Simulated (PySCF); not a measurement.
## How methods differ on the interval between two levels of Ne³⁺

Ne³⁺ [He] 2s2 2p3 [4S3/2, M_J = 3/2] → Ne³⁺ [He] 2s1 2p3 3s1 [6S5/2, M_J = 5/2], as a difference of total energies. Calculation: PySCF 2.14, in x2c-SVPall-2c with one added diffuse shell of s type (4s2p1d, 15 functions); the two-component X2C-1e Hamiltonian. Correlated levels: 1s2 frozen. "Screened" scales the spin-orbit matrix elements by Boettger's factors to mimic the two-electron term; Breit and QED terms are absent.

```json
{"method": "GHF (screened spin-orbit)", "interval between two levels (cm⁻¹)": "545140"}
{"method": "GMP2 (screened spin-orbit)", "interval between two levels (cm⁻¹)": "555310"}
```

The labels give the starting determinants; with spin-orbit coupling the two ends relaxed to ⟨J²⟩ = 3.75, ⟨L²⟩ = 0.00, ⟨S²⟩ = 3.75 and ⟨J²⟩ = 8.75, ⟨L²⟩ = 0.00, ⟨S²⟩ = 8.75.
